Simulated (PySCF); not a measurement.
# Peak assignment

Geometry:
| atom | x (Å) | y (Å) | z (Å) |
| --- | --- | --- | --- |
| C1 | -1.754 | -1.456 | -0.889 |
| C2 | -0.997 | -0.713 | 0.207 |
| C3 | -1.306 | 0.748 | 0.194 |
| N4 | -1.411 | 1.387 | 1.270 |
| C5 | 0.522 | -0.900 | 0.046 |
| O6 | 0.982 | -1.536 | -0.870 |
| C7 | 1.354 | -0.232 | 1.076 |
| Si8 | 2.285 | 1.231 | 0.259 |
| H9 | -2.827 | -1.347 | -0.752 |
| H10 | -1.478 | -1.067 | -1.867 |
| H11 | -1.499 | -2.512 | -0.863 |
| H12 | -1.254 | -1.108 | 1.195 |
| H13 | -1.412 | 1.180 | -0.811 |
| H14 | -1.610 | 2.380 | 1.178 |
| H15 | 2.109 | -0.932 | 1.431 |
| H16 | 0.753 | 0.111 | 1.914 |
| H17 | 1.318 | 2.216 | -0.231 |
| H18 | 3.090 | 0.727 | -0.848 |
| H19 | 3.127 | 1.830 | 1.294 |

Equivalent nuclei averaged, in vacuum, one computed conformer, non-relativistic Hamiltonian. Coordinates at the GFN2-xTB level; shielding tensors at PBE0/pcSseg-1 (GIAO); PySCF 2.14.0 with density-fitted response routines.

References, each an isolated molecule treated in the same way: TMS for ¹³C (186.93 ppm), ¹H (31.72 ppm).

Problem. Assign these signals to the numbered atoms. ¹³C{¹H} NMR (computed): δ 212.1, 180.6, 64.2, 26.9, 14.0.

Solution. 
| δ (ppm) | atoms | environment | reason |
| --- | --- | --- | --- |
| 212.1 | C5 | carbon bonded to 2 C, O | – |
| 180.6 | C3 | carbon bonded to C, N, H | – |
| 64.2 | C2 | carbon bonded to 3 C, H | – |
| 26.9 | C7 | carbon bonded to C, Si, 2 H | – |
| 14.0 | C1 | carbon bonded to C, 3 H | – |

Problem. Assign these signals to the numbered atoms. ¹H NMR (600 MHz, computed): δ 11.13 (br s, 1H), 8.04 (d, 1H), 3.84 (m, 3H), 3.47 (m, 1H), 3.36 (m, 1H), 2.07 (m, 1H), 1.26 (d, 3H).

Solution. 
```tsv
δ (ppm)	atoms	environment	reason
11.13	H14	hydrogen on a nitrogen bonded to C	–
8.04	H13	hydrogen on a carbon bonded to C, N	–
3.84	H17/H18/H19	hydrogen on a silicon bonded to C	–
3.47	H16	hydrogen on a carbon bonded to C, Si	–
3.36	H12	hydrogen on a carbon bonded to 3 C	–
2.07	H15	hydrogen on a carbon bonded to C, Si	–
1.26	H9/H10/H11	hydrogen on a carbon bonded to C	–
```

H16 and H12 lie closer than the usual error of such a calculation, so a measured spectrum could show them in the other order.

The OH or NH signal is concentration- and solvent-dependent in practice; the value given is the gas-phase one. Shifts are as computed. Against solution values, carbons near 30 ppm lie about +3 ppm off and those near 130 ppm about +5 ppm. Of 1211 compounds with measured shifts, 218 miss one by over three times the rms of a fit or turn the order of signals round; such compounds aren't used in these exercises. No couplings were computed; multiplicities are counted from neighbouring protons, with m where these are inequivalent, close in shift, in a saturated or five-membered ring or joined by F or P, and br s for small geminal =CH2 splittings.
